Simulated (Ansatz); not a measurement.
`N/C=C/[SiH3]` + H₂O → `O/C=C/[SiH3]` + NH₃ at 500 K and 1 bar (formal hydrolysis of a C–N bond).

Isolated molecules relaxed with PBE0-D4/def2-TZVP in Ansatz; ΔE leaves out vibrations. CCSD(T)/CBS is the MP2 limit (def2-TZVPP, def2-QZVPP) plus CCSD(T) − MP2 in def2-TZVPP, frozen cores. This one scheme is used for every species. Double bonds are as drawn, so ΔE can hold a change between cis and trans. Each species was taken in one conformer, which may not be the lowest.

| species | CCSD(T)/CBS energy (Eh) | H − E (kJ/mol) | S (J/(mol·K)) |
| --- | --- | --- | --- |
| `N/C=C/[SiH3]` | -424.07389 | 264.8 | 376.0 |
| H₂O | -76.37941 | 73.2 | 206.3 |
| `O/C=C/[SiH3]` | -443.93797 | 230.3 | 366.0 |
| NH₃ | -56.50880 | 108.2 | 211.8 |

H − E and S are ideal-gas, rigid-rotor, harmonic terms from PBE0-D4/def2-TZVP, for one conformer and one mirror image of each species. 1 Eh = 2625.50 kJ/mol, R = 8.31446 J/(mol·K).

Q: By hand: ΔE, ΔH, ΔS and ΔG.

A: ΔE = (-443.93797) + (-56.50880) − (-424.07389) − (-76.37941) = 0.00653 Eh = 17.1 kJ/mol. Δ(H − E) = 230.3 + 108.2 − 264.8 − 73.2 = 0.5, so ΔH = 17.6 kJ/mol. ΔS = 366.0 + 211.8 − 376.0 − 206.3 = -4.5 J/(mol·K). ΔG = 17.6 − 500 × (-4.5)/1000 = 19.9 kJ/mol.

Q: By hand: the equilibrium constant, and the temperature at which ΔG would vanish if ΔH and ΔS stayed fixed.

A: log₁₀ K = −ΔG/(RT ln 10) = -2.1. ΔH and −TΔS have one sign here, so there is no such temperature. One of them is within its doubt of zero, so this could turn.

The number of gas molecules stays the same, so ΔS is small and ΔH decides. A doubt of 5 kJ/mol in ΔE shifts log₁₀ K by 0.5 here. Other conformers and mirror images would add mixing entropy, several J/(mol·K) or more a flexible species. These are equilibria of isolated gas molecules and say nothing of rates. Largest T1 diagnostic: 0.013 (customary marks: 0.02 for closed shells, 0.045 for open ones).
